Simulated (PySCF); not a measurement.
PbH2: bend–stretch map

All numbers come from PySCF, PBE0, basis Pb def2-TZVP with ECP60, H def2-TZVP (scalar-relativistic core potentials, no spin–orbit coupling, density fitting).

Rigid scan from the singlet minimum (Pb–H 1.843 Å (×2); H–Pb–H 90.1°). Coordinate: rows scale both bonds, columns set the H–Pb–H angle. Energies in kJ/mol from the minimum.

Rows run from the largest first scale (top) to the smallest, columns from the smallest angle to the largest. Lower edges of the bins (kJ/mol): '0' 0.0, '1' 1.5, '2' 4.0, '3' 7.8, '4' 13.9, '5' 23.6, '6' 38.9, '7' 63.1, '8' 101.6, '9' 162.5; top 259.
```
556899
346789
136789
036789
136799
346899
```

Problem. Give the energies on the grid of the scan.

Solution. 
```tsv
scale \ angle	90	105	120	135	150	165
0.94	13	24	55	105	174	259
0.97	3	14	45	95	164	251
1.00	0	11	41	90	158	244
1.03	3	13	43	90	156	240
1.06	10	20	48	94	158	238
1.10	26	35	61	105	164	239
```

The bond scale of lowest energy on the grid is 1.00 at 90°, 1.00 at 105°, 1.00 at 120°, 1.00 at 135°, 1.03 at 150°, 1.06 at 165°.

Spin–orbit coupling, left out here, can matter for elements this heavy.
